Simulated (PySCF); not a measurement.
# Computed properties of C2H10N2Si2, SMILES N[Si@@H]1C[SiH2]CN1

C2H10N2Si2, SMILES C1[SiH2]CN[Si@@H]1N. Coordinates come from a PBE0-D3(BJ)/def2-SVP optimisation. The structure was generated by enumeration; whether it is a known compound was not checked. The values are those of a single conformer. All values are computed for the isolated molecule unless a solvent is named; none is compared with measurement here.

**Structure.** All 42 harmonic modes at PBE0-D3(BJ)/def2-SVP (PySCF) are real, so it is a minimum. With heavy atoms numbered as in [NH2:1][Si@@H:2]1[CH2:3][SiH2:4][CH2:5][NH:6]1, the shortest bond between them is C5–N6 at 1.452 Å and the longest Si4–C5 at 1.905 Å.

**Vibrations.** The strongest infrared lines (harmonic, unscaled, degenerate partners summed) lie at 2187 cm⁻¹ (234 km/mol, H 97 %), 927 cm⁻¹ (185 km/mol, H 78 %, Si 9 %), 889 cm⁻¹ (178 km/mol, H 62 %, Si 19 %, N 10 %, C 9 %). The softest mode is at 61 cm⁻¹ and the zero-point energy is 77.7 kcal/mol.

**Electronic structure.** PBE0/def2-TZVP (PySCF) places the frontier levels at -6.61 and 0.84 eV, a gap of 7.45 eV, and gives a dipole moment of 0.85 D and a mean polarisability of 87.3 bohr³. PBE/def2-TZVP (PySCF) at the same geometry gives -5.30 and 0.04 eV, so its gap is 2.11 eV narrower. An orbital gap is neither the optical nor the fundamental gap.

**Excitations.** TDA-B3LYP/def2-SVPD (PySCF) has S1 at 5.70 eV (217 nm, f = 0.003, weak); the most intense of the 6 singlets computed lies at 6.68 eV (f = 0.05). T1 (TDA) is at 5.51 eV, 0.19 eV under S1. TDA-PBE/def2-SVPD (PySCF) puts S1 at 5.15 eV. No vertical singlet excitation falls in the visible range (under 3.1 eV).

**NMR.** GIAO shifts at B3LYP/pcSseg-1 (PySCF) (non-relativistic, atoms alike by connectivity averaged): ¹³C from -6.3 to 29.6 ppm against TMS; ¹H from 0.0 to 5.2 ppm against TMS; ²⁹Si from -34.0 to -17.3 ppm against TMS.
